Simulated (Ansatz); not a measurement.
An input meant for the cluster Ge₂H₃ (charge 0, doublet; atoms displaced at random, 0.03 Å in each coordinate).

```yaml
crystal:
  periodic: [false, false, false]
  atoms:
    - {symbol: Ge, position_ang: [0.257917, -0.093756, 0.562420]}
    - {symbol: Ge, position_ang: [-1.084333, -0.791825, -1.194464]}
    - {symbol: H, position_ang: [0.392104, -0.813023, 1.960410]}
    - {symbol: H, position_ang: [-0.638833, 0.449622, -1.980758]}
    - {symbol: H, position_ang: [1.200041, 1.204938, 0.702420]}
basis:
  gaussian: {orbitals: aug-cc-pVDZ}
magnetization: {spin_polarized: true, initial_magnetization: 1}
hamiltonian: {xc: {name: B2PLYP}, dispersion: d2}
scf: {omitted_lower_state_checks: [starts]}
```

```sh
$ ansatz run in.yaml --threads 2 --pin off --events-out ev --progress --plain --max-ram 4352MiB
```

Output, abridged:

```
Error: YAML parse error: error: line 12 column 47: hamiltonian.dispersion: `d2` is not `none`, `rvv10`, `d3bj`, `d3bjatm`, `d4` or a map `{method: …, s8: …, a1: …, a2_bohr: …}` (numbers without units, a2 in bohr) or `{method: …, functional: …}`
10 |   gaussian: {orbitals: aug-cc-pVDZ}
11 | magnetization: {spin_polarized: true, initial_magnetization: 1}
12 | hamiltonian: {xc: {name: B2PLYP}, dispersion: d2}
13 | scf: {omitted_lower_state_checks: [starts]}
```

In this input the program holds no damping parameters for this pairing of functional and dispersion term, so they'd have to be typed. The input was rejected before any iteration.
